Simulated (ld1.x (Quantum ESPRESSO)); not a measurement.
# What one change does to a pseudopotential (Ga (Z = 31), TM)

ld1.x (Quantum ESPRESSO) 7.5 input, shortened:

```
&input
   title='Ga', zed=31., rel=1, dft='PBE', iswitch=3,
   config='[Ar] 3d10 4s2 4p1 4d-2'
 /
 &inputp
   pseudotype=2, tm=.true., lloc=-1, rcloc=1.50,
   nlcc=.false.
 /
3
4S  1  0   2.00   0.00  1.40  1.40  0.0
4P  2  1   1.00   0.00  1.65  1.65  0.0
4D  3  2  -2.00  -0.05  1.80  1.80  0.0
 &test
   configts(1)='4s2 4p1'
 /
```

Change: core correction a·sin(br)/r model core inside 0.76 bohr.

Cutoffs: the cutoffs (Ry, on a coarse ladder) from which the occupation-weighted sum of valence levels, in a spherical-Bessel basis at the reference potential, stays within 10 and 1 mRy of its value at 400 Ry; they do not see the model core or the augmentation charge, which bear on the density cutoff. Errors are all-electron minus pseudo energies relative to the spin-unpolarised reference configuration.

**Question.** What does the change do?

**Answer.** The potential gets neither clearly harder nor softer (35 Ry and 80 Ry → 35 Ry and 80 Ry); both files keep a bound ghost (d); of the 7 tests that both files solve, the error grows in 2 and shrinks in 5 by more than 15 % and 0.3 meV (median size 13.1 → 16.1 meV). A model core, the more so a compact one, raises the density cutoff, which this test does not measure.

```tsv
quantity	base	changed
cutoff, loose	35 Ry	35 Ry
cutoff, tight	80 Ry	80 Ry
bound ghosts	d	d
error for 4s2 4p0, meV [ΔE 5.69 eV]	+13	-9.8
error for 4s1 4p0, meV [ΔE 26.82 eV]	+85	-161
error for 4s2 4p0.5, meV [ΔE 2.03 eV]	+2.2	-1.4
error for 4s0 4p3, meV [ΔE 13.37 eV]	+99	-67
error for 4s2 4p1.3, meV [ΔE -0.53 eV]	+0.5	-0.1
error for 4s1 4p1, meV [ΔE 13.06 eV]	+12	-42
error for 4s1 4p2, meV [ΔE 6.54 eV]	+19	-16
s: phases at 1.96 bohr within 0.05 rad from the reference energy up to (Ry; the scan ends near 5)	0.3	0.3
p: phases at 1.96 bohr within 0.05 rad from the reference energy up to (Ry; the scan ends near 5)	1.1	1.1
d: phases at 1.96 bohr within 0.05 rad from the reference energy up to (Ry; the scan ends near 5)	0.8	0.8
```

 A true bound ghost makes a file unfit for plane-wave use even where its test errors are small: the radial tests pick states by their node count and pass the ghost by.
